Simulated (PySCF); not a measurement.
From a log to its input

A PySCF 2.14 run on the atoms I 0 0 0; O -0.0021 1.821 -1.2876; O 0 -1.821 -1.2876; O 1.8219 0.001 1.2861; O -1.8199 -0.001 1.2891 (angstrom) printed this (some set-up lines and the per-cycle HOMO/LUMO lines with their warnings removed):

```
PySCF version 2.14.0

[INPUT] verbose = 4
[INPUT] num. atoms = 5
[INPUT] num. electrons = 86
[INPUT] charge = -1
[INPUT] spin (= nelec alpha-beta = 2S) = 0
[INPUT] symmetry True subgroup None
[INPUT] Mole.unit = angstrom

nuclear repulsion = 458.22023488578
point group symmetry = C1
symmetry origin: [0. 0. 0.]
symmetry axis x: [1. 0. 0.]
symmetry axis y: [0. 1. 0.]
symmetry axis z: [0. 0. 1.]
num. orbitals of irrep A = 92
number of shells = 15
number of NR pGTOs = 201
number of NR cGTOs = 92
basis = x2c-svpall
ecp = {}

******** <class 'pyscf.x2c.sfx2c1e.sfX2C1eRHF'> ********
method = sfX2C1eRHF
initial guess = minao
damping factor = 0
level_shift factor = 0
DIIS = <class 'pyscf.scf.diis.CDIIS'>
diis_start_cycle = 1
diis_space = 8
diis_damp = 0
SCF conv_tol = 1e-09
SCF conv_tol_grad = None
SCF max_cycles = 50
direct_scf = True
direct_scf_tol = 1e-13

******** <class 'pyscf.x2c.sfx2c1e.SpinFreeX2CHelper'> ********
approx = 1e
xuncontract = 1
Set gradient conv threshold to 3.16228e-05
Initial guess from minao.
init E= -7409.71100519824
cycle= 1 E= -7410.4059816453  delta_E= -0.695  |g|= 1.27  |ddm|= 3.05
cycle= 2 E= -7410.47594587389  delta_E= -0.07  |g|= 1.38  |ddm|= 2.88
cycle= 3 E= -7410.91823789103  delta_E= -0.442  |g|= 0.16  |ddm|= 1.33
cycle= 4 E= -7410.94577149154  delta_E= -0.0275  |g|= 0.0573  |ddm|= 0.42
cycle= 5 E= -7410.95018758527  delta_E= -0.00442  |g|= 0.0166  |ddm|= 0.245
cycle= 6 E= -7410.95034189565  delta_E= -0.000154  |g|= 0.0033  |ddm|= 0.0469
cycle= 7 E= -7410.95034956361  delta_E= -7.67e-06  |g|= 0.000476  |ddm|= 0.0139
cycle= 8 E= -7410.95034978643  delta_E= -2.23e-07  |g|= 5.63e-05  |ddm|= 0.00155
cycle= 9 E= -7410.95034978978  delta_E= -3.35e-09  |g|= 1.76e-05  |ddm|= 0.000252
cycle= 10 E= -7410.95034978988  delta_E= -1.04e-10  |g|= 4.17e-06  |ddm|= 2.3e-05
Extra cycle  E= -7410.95034978989  delta_E= -7.28e-12  |g|= 2.5e-06  |ddm|= 6.85e-06
converged SCF energy = -7410.95034978989

******** <class 'pyscf.tdscf.rhf.TDA'> for <class 'pyscf.x2c.sfx2c1e.sfX2C1eRHF'> ********
nstates = 4 singlet
deg_eia_thresh = 1.000e-03
wfnsym = None
conv_tol = 1e-05
eigh lindep = 1e-12
eigh level_shift = 0
eigh max_cycle = 100

Excitation energies (eV)
[1.40053392 1.40076297 1.40082412 1.45480989]

** Singlet excitation energies and oscillator strengths **
Excited State   1:    A      1.40053 eV    885.26 nm  f=0.0000
      34 -> 45        0.16690
      35 -> 46       -0.17682
      36 -> 45        0.20674
      37 -> 46       -0.20350
      38 -> 44        0.43935
      38 -> 47       -0.16761
      42 -> 45       -0.11147
      42 -> 46        0.15175
      43 -> 45       -0.15680
      43 -> 46       -0.11798
Excited State   2:    A      1.40076 eV    885.12 nm  f=0.0000
      33 -> 45       -0.11406
      33 -> 46        0.14853
      34 -> 47       -0.12288
      35 -> 47        0.14071
      36 -> 46        0.18109
      36 -> 47        0.12350
      37 -> 45       -0.12738
      37 -> 47       -0.15347
      39 -> 44       -0.43923
      39 -> 45        0.10239
      40 -> 46        0.10884
      41 -> 45        0.11232
      41 -> 46       -0.15160
      43 -> 47        0.18729
Excited State   3:    A      1.40082 eV    885.08 nm  f=0.0000
      33 -> 45        0.13289
      33 -> 46        0.10674
      34 -> 47       -0.13165
      35 -> 47       -0.12201
      36 -> 45       -0.15894
      36 -> 47        0.10122
      37 -> 47        0.18782
      39 -> 46        0.11034
      40 -> 44       -0.43921
      41 -> 45       -0.15760
      41 -> 46       -0.11843
      42 -> 47        0.18756
Excited State   4:    A      1.45481 eV    852.24 nm  f=0.0027
      33 -> 44       -0.28420
      33 -> 47        0.10173
      34 -> 44       -0.10577
      36 -> 46        0.20602
      37 -> 45        0.20883
      39 -> 45       -0.15619
      39 -> 46        0.20187
      40 -> 45        0.20877
      40 -> 46        0.16598
      41 -> 44        0.30795
      41 -> 47       -0.12158

** Transition electric dipole moments (AU) **
state          X           Y           Z        Dip. S.      Osc.
  1         0.0000     -0.0005     -0.0000      0.0000      0.0000
  2         0.0000      0.0012     -0.0000      0.0000      0.0000
  3        -0.0010      0.0000      0.0008      0.0000      0.0000
  4        -0.2401      0.0003     -0.1322      0.0751      0.0027

** Transition velocity dipole moments (imaginary part, AU) **
state          X           Y           Z        Dip. S.      Osc.
  1         0.0000     -0.0001     -0.0000      0.0000      0.0000
  2         0.0000      0.0004     -0.0000      0.0000      0.0000
  3        -0.0003      0.0000      0.0003      0.0000      0.0000
  4        -0.0784      0.0001     -0.0432      0.0080      0.0999

** Transition magnetic dipole moments (imaginary part, AU) **
state          X           Y           Z
  1        -0.9378     -0.0016     -0.5314
  2         0.5313     -0.0177     -0.9376
  3         0.0073      1.0776     -0.0162
  4        -0.0000     -0.0019      0.0000
Dipole moment(X, Y, Z, Debye): -0.00020,  0.00000, -0.00048
orbital energies (hartree): [-0.2656 -0.2656 -0.2656  0.1929  0.2382  0.2382]
```

Q: Write the input that gave this log.

A: The input was:

```python
from pyscf import gto, scf, tdscf

mol = gto.M(
    atom='I 0 0 0; O -0.0021 1.821 -1.2876; O 0 -1.821 -1.2876; O 1.8219 0.001 1.2861; O -1.8199 -0.001 1.2891',
    basis='x2c-svpall',
    charge=-1,
    spin=0,
    symmetry=True,
    verbose=4,
)
mf = scf.RHF(mol)
mf = mf.sfx2c1e()
mf.kernel()
td = tdscf.TDA(mf)
td.nstates = 4
td.kernel()
td.analyze()
mf.dip_moment()
print('orbital energies (hartree):', mf.mo_energy[..., max(0, mol.nelec[1]-3):mol.nelec[0]+3].round(4))
```

With symmetry on the solver can miss roots, and labels of degenerate states are those of a subgroup. The basis has no diffuse functions, which an anion needs. The dipole of an ion depends on the origin. No search for the lowest solution was made.
